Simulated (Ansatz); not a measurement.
Stepwise reaction of `[NH2][Sc]([NH2])[Cl]` with hydrogen chloride, as a gas-phase model of exchange steps in deposition or etching. ΔE in kJ/mol; ΔG adds harmonic PBE0-D4 terms to CCSD(T)/CBS, at 1 bar.

Computed with Ansatz on PBE0-D4/def2-TZVP structures; ΔE is electronic, products minus reactants. CCSD(T)/CBS is the MP2 limit (def2-TZVPP, def2-QZVPP) plus CCSD(T) − MP2 in def2-TZVPP, frozen cores. This one scheme is used for every species. Functionals use def2-TZVPP. B3LYP here is the variant with VWN-RPA as its local correlation; programs differ in this. For Sc outer-core shells are correlated without core-valence functions, which leaves a few kJ/mol of doubt a bond. Scalar relativity is left out up to krypton. One conformer a species, not always the lowest.

| step | reaction | PBE-D4 | B3LYP-D4 | ωB97M-V | CCSD(T)/CBS | ΔG(400 K) |
| --- | --- | --- | --- | --- | --- | --- |
| 1 | `[NH2][Sc]([NH2])[Cl]` + HCl → `[NH2][Sc]([Cl])[Cl]` + NH₃ | -114.6 | -117.0 | -117.7 | -117.6 | -106.8 |
| 2 | `[NH2][Sc]([Cl])[Cl]` + HCl → `[Cl][Sc]([Cl])[Cl]` + NH₃ | -95.4 | -96.9 | -96.7 | -98.6 | -85.9 |

(1) By hand: ΔE of the 2 steps together at CCSD(T)/CBS.

## Answers

(1) (-117.6) + (-98.6) = -216.2 kJ/mol, or -108.1 kJ/mol a step.

In ΔE each step is higher than the one before. All are downhill at CCSD(T)/CBS. ΔG lies between -106.8 and -85.9 kJ/mol a step. PBE-D4 differs from CCSD(T)/CBS by 3.0 to 3.2 kJ/mol a step. Isolated molecules leave out the surface, adducts and barriers. Largest T1 diagnostic: 0.014.
